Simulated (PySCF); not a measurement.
Al(NHMe)(OH)2 (CH6AlNO2), SMILES [OH][Al]([NH]C)[OH].

The structure is a stationary point at B3LYP-D3(BJ)/def2-SVP. The structure was generated by enumeration; whether it is a known compound was not checked. One conformer was computed; it need not be the lowest.

Level of theory: TDA-PBE/def2-SVPD run with PySCF.

Vertical excitations. Gas-phase values at a fixed geometry. State labels are in the subgroup Cs.

```tsv
state	symmetry	energy (eV)	λ (nm)	f	main pairs
S1	A"	4.13	301	0.011	HOMO→LUMO 100 %
S2	A"	5.54	224	0.002	HOMO→LUMO+1 100 %
S3	A"	5.79	214	0.000	HOMO→LUMO+2 100 %
S4	A"	5.97	208	0.000	HOMO−1→LUMO 100 %
S5	A'	6.30	197	0.041	HOMO→LUMO+3 63 %, HOMO−2→LUMO 34 %
S6	A"	6.42	193	0.003	HOMO→LUMO+4 85 %
S7	A'	6.56	189	0.099	HOMO−2→LUMO 61 %, HOMO→LUMO+3 26 %
S8	A"	6.60	188	0.033	HOMO−3→LUMO 49 %, HOMO→LUMO+5 48 %
S9	A"	6.66	186	0.107	HOMO→LUMO+5 49 %, HOMO−3→LUMO 36 %, HOMO→LUMO+4 13 %
S10	A'	6.72	185	0.107	HOMO−4→LUMO 88 %
T1	A"	3.92	316	0	HOMO→LUMO 100 %
T2	A'	5.42	229	0	HOMO→LUMO+3 99 %
T3	A"	5.49	226	0	HOMO→LUMO+1 100 %
T4	A"	5.65	219	0	HOMO→LUMO+2 99 %
```
Triplets are in the Tamm–Dancoff approximation.
